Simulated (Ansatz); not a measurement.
Al8Sb7I3⁻. Total charge -1; doublet. Geometry PBE-D4/def2-SVP; atoms count from 1.

```xyz
18

Sb   -2.162    1.517   -0.407
Sb   -1.356   -0.150    3.564
Sb    1.206    2.504   -3.098
Sb    2.044    2.616    1.349
Sb   -1.185   -3.033    0.050
Sb    2.924   -1.987    1.744
Sb    1.744   -0.258   -2.390
Al   -0.365   -0.570   -0.660
Al   -0.944    0.913   -2.897
Al   -2.503   -0.770    1.231
Al   -0.193    1.230    1.590
Al    2.115    0.163    0.324
Al    0.275   -1.552    1.978
Al    0.316    3.084   -0.640
Al    1.493   -2.979   -0.215
I    -4.940   -1.519    1.060
I    -0.799    5.405   -0.608
I     2.331   -4.614   -1.975
```

In the def2 sets I, Sb take a core potential; there is no spin–orbit coupling. Single mean-field runs in def2-TZVP are fitted with def2-universal-jkfit.

Estimate the Mulliken populations from the PBE0/def2-TZVP orbitals of Ansatz.


```json
{"atom": "Sb1", "charge (e)": "-0.13", "spin (α − β)": "0.11"}
{"atom": "Sb2", "charge (e)": "-0.16", "spin (α − β)": "0.09"}
{"atom": "Sb3", "charge (e)": "-0.14", "spin (α − β)": "0.22"}
{"atom": "Sb4", "charge (e)": "-0.12", "spin (α − β)": "0.03"}
{"atom": "Sb5", "charge (e)": "-0.13", "spin (α − β)": "0.00"}
{"atom": "Sb6", "charge (e)": "-0.15", "spin (α − β)": "0.01"}
{"atom": "Sb7", "charge (e)": "-0.06", "spin (α − β)": "0.01"}
{"atom": "Al8", "charge (e)": "-0.26", "spin (α − β)": "0.00"}
{"atom": "Al9", "charge (e)": "0.09", "spin (α − β)": "0.54"}
{"atom": "Al10", "charge (e)": "0.25", "spin (α − β)": "-0.01"}
{"atom": "Al11", "charge (e)": "0.01", "spin (α − β)": "0.02"}
{"atom": "Al12", "charge (e)": "0.09", "spin (α − β)": "-0.01"}
{"atom": "Al13", "charge (e)": "0.12", "spin (α − β)": "0.00"}
{"atom": "Al14", "charge (e)": "0.26", "spin (α − β)": "0.00"}
{"atom": "Al15", "charge (e)": "0.23", "spin (α − β)": "0.00"}
{"atom": "I16", "charge (e)": "-0.28", "spin (α − β)": "0.00"}
{"atom": "I17", "charge (e)": "-0.34", "spin (α − β)": "0.00"}
{"atom": "I18", "charge (e)": "-0.26", "spin (α − β)": "0.00"}
```
Mulliken values and Mayer orders depend strongly on the basis.

Where does the spin sit?

Summed by element: Sb 0.46, Al 0.54, I 0.00, of 1 unpaired in all. Largest on single atoms: Al9 0.54, Sb3 0.22, Sb1 0.11.

And the Mayer bond orders between bonded heavy atoms (over 0.3)?

Sb1–Al8 0.60 (2.77 Å); Sb1–Al9 0.58 (2.84 Å); Sb1–Al10 0.58 (2.83 Å); Sb1–Al11 0.55 (2.82 Å); Sb1–Al14 0.43 (2.94 Å); Sb2–Al10 0.88 (2.67 Å); Sb2–Al11 0.83 (2.67 Å); Sb2–Al13 0.88 (2.67 Å); Sb3–Sb7 0.86 (2.90 Å); Sb3–Al9 0.90 (2.68 Å); Sb3–Al14 0.86 (2.68 Å); Sb4–Al11 0.88 (2.64 Å); Sb4–Al12 0.87 (2.66 Å); Sb4–Al14 0.86 (2.68 Å); Sb5–Al8 0.76 (2.69 Å); Sb5–Al10 0.50 (2.87 Å); Sb5–Al13 0.60 (2.84 Å); Sb5–Al15 0.77 (2.69 Å); Sb6–Al12 0.81 (2.70 Å); Sb6–Al13 0.84 (2.69 Å); Sb6–Al15 0.98 (2.62 Å); Sb7–Al8 0.69 (2.75 Å); Sb7–Al9 0.42 (2.98 Å); Sb7–Al12 0.69 (2.77 Å); Al8–Al9 0.33 (2.75 Å); Al8–Al11 0.32 (2.89 Å); Al8–Al12 0.37 (2.77 Å); Al10–I16 0.94 (2.56 Å); Al11–Al12 0.31 (2.84 Å); Al14–I17 0.88 (2.58 Å); Al15–I18 0.99 (2.54 Å).
